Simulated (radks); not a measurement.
The numbers below are computed, except where a source is named.
Excited configurations of neutral ytterbium: one electron is placed in a higher orbital outside [Xe] 4f14 6s1. The ground configuration is [Xe] 4f14 6s2. Code: a radial shooting solver on a logarithmic mesh with Libxc functionals. Model: Dirac Kohn-Sham, PBE, spin-unpolarised, spherical densities, finite nucleus; open shells fill j = l - 1/2 first; Fermi nuclear charge, rms radius 5.3108 fm. Excitation = E - E(ground); binding = E(ion) - E, where the ion is the core of charge +1; n* = 1/sqrt(2 binding) in atomic units, and the quantum defect is n - n*.

[
 {"outer orbital": "5d3/2", "excitation (eV)": "3.159", "binding (eV)": "3.378", "quantum defect": "2.993", "eigenvalue (eV)": "-0.744", "<r> (bohr)": "4.124"},
 {"outer orbital": "5f5/2", "excitation (eV)": "5.613", "binding (eV)": "0.923", "quantum defect": "1.162", "eigenvalue (eV)": "-0.430", "<r> (bohr)": "16.98"},
 {"outer orbital": "6d3/2", "excitation (eV)": "5.074", "binding (eV)": "1.463", "quantum defect": "2.950", "eigenvalue (eV)": "-0.716", "<r> (bohr)": "11.74"},
 {"outer orbital": "7p1/2", "excitation (eV)": "4.878", "binding (eV)": "1.658", "quantum defect": "4.136", "eigenvalue (eV)": "-0.955", "<r> (bohr)": "12.29"},
 {"outer orbital": "7d3/2", "excitation (eV)": "5.620", "binding (eV)": "0.917", "quantum defect": "3.148", "eigenvalue (eV)": "-0.526", "<r> (bohr)": "21.54"}
]

The Delta-SCF ionisation energy is 6.537 eV (NIST Atomic Spectra Database: 6.254 eV, measured). Self-interaction in the functional shifts the binding energies and quantum defects, so they are the method's values and not measured ones. Spin polarisation and multiplet splitting are left out, so open shells lie too high by an amount that depends on their filling.

Beside tabulated values, note that spin-unpolarised runs miss the spin-polarisation part of the exchange energy of open shells.
